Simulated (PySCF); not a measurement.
Vertical excitations of a molecule C3H4BrF from TDDFT-PBE/def2-SVPD (PySCF 2.14.0), as energy in eV (oscillator strength): 4.93 (0.001), 5.95 (0.221), 6.00 (0.010), 6.09 (0.000), 6.24 (0.003), 6.60 (0.000), 7.02 (0.005), 7.25 (0.024), 7.29 (0.024), 7.30 (0.001). Lowest triplet (TDA): 4.06 eV. Geometry: B3LYP-D3(BJ)/def2-SVP. Other conformers were not sampled.

### Question
Which molecule gave these data?
A) C/C(F)=C\Br
B) C/C=C(\F)Br
C) FC1(Br)CC1
D) F[C@@H]1C[C@H]1Br

### Answer
A, C/C(F)=C\Br
